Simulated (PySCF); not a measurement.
## [MoCl6]3-: what the settings change

[MoCl6]3- holds Mo(III), d3, at total charge -3. The structure is a PBE0-D3(BJ)/def2-SVP, IEF-PCM water geometry optimised for multiplicity 4; coordination octahedral, point group Oh, metal–donor distances 2.49 Å.

```
7

Mo    0.0000    0.0000    0.0000
Cl    0.0000    0.0000    2.4926
Cl    0.0000    0.0000   -2.4926
Cl    2.4926    0.0000    0.0000
Cl   -2.4926    0.0000    0.0000
Cl    0.0000    2.4926    0.0000
Cl    0.0000   -2.4926    0.0000
```

Method (PySCF 2.14, density fitting): CASSCF(3,5) with orbitals averaged over all microstates of the shell, strongly contracted NEVPT2 on the averaged canonical orbitals; basis x2c-TZVPall on the metal, x2c-SVPall elsewhere; spin-free X2C; IEF-PCM water; spin-orbit coupling by state interaction with the mean-field operator over all roots.

Base run: NEVPT2 ground state 4A2g, next 2Eg at 11919, then 2T1g at 12367 cm⁻¹, 10Dq(CASSCF) 17871, B(CASSCF) 658, ζ 670 cm⁻¹, g 1.935 1.935 1.935, μeff(300 K) 3.76 μB.

(1) What happens with the basis x2c-TZVPall on all atoms?

(2) What happens with orbitals averaged over the highest spin alone?

No frequencies were computed for the optimised geometry. Charge-transfer states lie outside this active space and may come lower than some of these levels. NEVPT2 lifts 4T2g from 18385 to 20643 cm⁻¹; on the d shell alone it tends to overshoot states that fill the eg-type orbitals. An active orbital has only 0.70 squared overlap with the free ion's shell, so the metal shell alone is a small active space here. NEVPT2 on the d shell alone tends to put d–d bands too high for such charged or covalently bound ions.

Results:

(1) NEVPT2 ground state 4A2g, next 2Eg at 11696, then 2T1g at 12156 cm⁻¹, 10Dq(CASSCF) 17532, B(CASSCF) 651, ζ 665 cm⁻¹, g 1.933 1.933 1.933, μeff(300 K) 3.76 μB. It took 62 s against 28 s on a shared host of the same kind.

(2) NEVPT2 ground state 4A2g, next 2Eg at 12026, then 2T1g at 12482 cm⁻¹, 10Dq(CASSCF) 17868, B(CASSCF) 674, ζ 683 cm⁻¹, g 1.931 1.931 1.931, μeff(300 K) 3.76 μB.
